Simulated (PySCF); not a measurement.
# Basis and Hamiltonian dependence of the excitation energy of Ba

Ba [Xe] 6s2 (1S) → Ba [Xe] 6s1 6p1, s spin flipped. Calculated with PySCF 2.14 from differences of total energies of unrestricted determinants, without spin-orbit coupling. Values in eV.

```tsv
basis	Hamiltonian	functions	UHF	MP2 (valence)
def2-TZVPP with the def2 core potential (46 electrons)	ECP	40	1.644	n/a
aug-cc-pVTZ-X2C	spin-free X2C	84	1.620	1.815
aug-cc-pVQZ-X2C	spin-free X2C	118	1.620	1.816
aug-cc-pwCVTZ-X2C with one added diffuse shell each of s, p, d, f type	spin-free X2C	125	1.618	1.818
```

Frozen in the all-electron rows: valence: [Xe].

In the upper determinant the s electron has its spin opposite to the other open shell, which mixes two multiplicities.
